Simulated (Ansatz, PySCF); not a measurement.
System: H$_{5}$S, net charge 0, doublet state. SMILES: [H][S@OH20]([H])([H])([H])[H]
Geometry: optimised at B3LYP-D3(BJ)/def2-TZVP (Ansatz, a quantum-chemistry and plane-wave program).

Unscaled harmonic wavenumbers (cm⁻¹) in rising order, each level at the stationary point that it reaches from this structure (no distance between atoms moves by over 0.3 Å); the order of modes can differ between levels, and a negative number is imaginary. B3LYP-D3(BJ)/def2-TZVP (PySCF, at the structure above): 1034, 1091, 1111, 1111, 1212, 1239, 1239, 1557, 1557, 1770, 1798, 2557.

HF/3-21G (Ansatz): -1887, -1678, -1678, 1034, 1162, 1176, 1176, 1219, 1339, 1339, 1542, 2626. Zero-point energy 18.0 against 24.7 kcal/mol; where all levels lie over 400 cm⁻¹, the wavenumbers are on average 0.897 times those of B3LYP-D3(BJ)/def2-TZVP. This level finds the structure a saddle point. The zero-point energy leaves imaginary modes out.

B3LYP/6-31G* (Ansatz): 1059, 1116, 1116, 1127, 1241, 1285, 1285, 1505, 1505, 1713, 1765, 2548. Zero-point energy 24.7 against 24.7 kcal/mol; where all levels lie over 400 cm⁻¹, the wavenumbers are on average 0.999 times those of B3LYP-D3(BJ)/def2-TZVP.
